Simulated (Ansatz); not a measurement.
Geometry optimisation, RKS B3LYP-D4/6-31G in Ansatz.

input.yaml

```yaml
crystal:
  periodic: [false, false, false]
  atoms:
    - { symbol: Al, position_ang: [0.0293, 0.8404, 2.1431] }
    - { symbol: C, position_ang: [-0.6932, 0.379, 0.3149] }
    - { symbol: C, position_ang: [0.1694, 0.671, -0.8454] }
    - { symbol: Si, position_ang: [0.277, -1.1437, -0.3398] }
    - { symbol: S, position_ang: [-0.8751, -2.268, -1.8426] }
    - { symbol: H, position_ang: [-0.6209, 2.1783, 2.8756] }
    - { symbol: H, position_ang: [1.1678, 0.031, 2.8212] }
    - { symbol: H, position_ang: [-1.7343, 0.3807, 0.0678] }
    - { symbol: H, position_ang: [-0.3311, 0.9049, -1.7359] }
    - { symbol: H, position_ang: [1.1412, 1.214, -0.5626] }
    - { symbol: H, position_ang: [1.5932, -1.4909, -0.0195] }
    - { symbol: H, position_ang: [-0.0464, -1.7519, -2.8429] }
basis:
  gaussian: { orbitals: "6-31G" }
hamiltonian:
  xc: b3lyp
  dispersion: d4
relax:
  f_tol: 0.02
  max_steps: 40
scf:
  lower_state_search: "off"
```

Command:

```bash
$ ansatz run input.yaml --threads 2 --pin off --max-ram 3072MiB --backend cpu --events-out ev --progress --plain --runs-dir out
```

Question: Where does it end, and by what steps?

Answer: The forces met the threshold. Limits of this set-up: no polarisation functions. After 15 steps the energy has fallen by 0.943 eV; H6 moved furthest, 1.55 Å.

```
step  energy less start (eV)  largest force component (eV/Å)  accepted
   0                  0.0000                           3.222       yes
   1                 -0.5985                           1.273       yes
   2                 -0.7341                           0.444       yes
   3                 -0.7906                           0.278       yes
   4                 -0.8231                           0.200       yes
   5                 -0.8399                           0.309       yes
   6                 -0.8780                           0.230       yes
   7                 -0.9032                           0.209       yes
   8                 -0.9272                           0.077       yes
   9                 -0.9355                           0.142       yes
  10                 -0.9006                           1.272        no
  11                 -0.9410                           0.044       yes
  12                 -0.9412                           0.031       yes
  13                 -0.9425                           0.042       yes
  14                 -0.9415                           0.085        no
  15                 -0.9429                           0.019       yes
```

```xyz
12
Properties=species:S:1:pos:R:3
Al -0.064 0.858 2.152
C -0.506 0.613 0.280
C 0.463 0.853 -0.907
Si 0.257 -0.990 -0.513
S -1.172 -2.221 -1.706
H -1.221 0.801 3.261
H 1.483 1.011 2.557
H -1.562 0.715 0.021
H 0.020 1.222 -1.830
H 1.426 1.308 -0.684
H 1.317 -1.756 0.201
H -0.364 -2.469 -2.798
```

Whether the end is a true minimum wasn't checked by a vibrational analysis.

The run took 67 s on 2 threads of Arm Neoverse N1 (shared host), peak memory 0.17 GiB.
